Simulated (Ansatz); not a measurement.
CH$_{4}$F$_{2}$Si, SMILES `C[SiH](F)F`, relaxed with RKS PBE-D4/def2-SVP in Ansatz from a rough embedded geometry. The force threshold is 0.03 eV/Å; the program also tests the step.

Total charge 0; spin multiplicity 1.

Start:

```xyz
8

C     0.027   -0.756   -0.516
Si    0.027    0.722    0.478
F    -0.602    0.355    1.873
F    -0.922    1.811   -0.159
H    -0.991   -1.178   -0.715
H     0.642   -1.600   -0.124
H     0.443   -0.588   -1.538
H     1.375    1.233    0.700
```

(1) By how much does the energy fall, and how many steps does the optimiser take? (Best estimate.)

(2) Which bonds change most? (Best estimate.)

(3) Give the relaxed structure. (Best estimate.)

Results:

(1) Ansatz gave: 0.25 eV, in 3 steps.

(2) Ansatz gave: C1–Si2 from 1.781 to 1.858 Å; Si2–F3 from 1.574 to 1.632 Å; Si2–F4 from 1.579 to 1.632 Å; Si2–H8 from 1.459 to 1.496 Å.

(3) Ansatz gave: 
```xyz
8

C     0.026   -0.814   -0.577
Si    0.036    0.705    0.491
F    -0.619    0.356    1.945
F    -0.910    1.853   -0.180
H    -1.006   -1.196   -0.708
H     0.639   -1.617   -0.119
H     0.445   -0.589   -1.579
H     1.388    1.302    0.726
```
